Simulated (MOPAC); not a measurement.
MOPAC input (MNDO):

```
MNDO 1SCF GEO-OK AUX(PRECISION=9) THREADS=1
AsF3

F    -0.84442754 1   -1.21264784 1   -0.50851344 1
As    0.00430976 1   -0.00973490 1    0.39902916 1
F     1.47486281 1   -0.10210959 1   -0.50647003 1
F    -0.64623773 1    1.35045204 1   -0.44812347 1
```

### Question
What heat of formation does the run end on, and which ionisation energy by Koopmans theorem?

### Answer
-195.95 kcal/mol; 11.62 eV.
